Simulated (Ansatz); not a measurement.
```xyz
9

O     0.231    1.203    0.106
B     0.185    0.408   -1.071
N    -0.110   -0.882   -0.691
Ga   -0.248   -0.656    1.206
H     0.424    2.138    0.051
H     0.386    0.891   -2.146
H    -0.207   -1.664   -1.311
H     1.022   -0.990    2.059
H    -1.684   -0.448    1.798
```

Charge 0, multiplicity 1.

(1) List the r2SCAN/def2-TZVPP orbital energies in eV (Ansatz 0.2.0). (An estimate is asked.)

Results:

(1) Computed: Occupied: -10121.81, -1243.97, -1100.41, -1100.31, -1100.30, -516.74, -384.36, -180.69, -147.59, -100.56, -100.27, -100.22, -27.45, -21.80, -20.11, -20.05, -19.99, -19.89, -19.68, -15.31, -12.45, -11.38, -10.25, -9.79, -9.58, -7.53, -7.43, -6.31. Lowest empty: -0.82, 0.39, 0.70, 1.43, 1.52, 2.49, 2.91, 3.55.
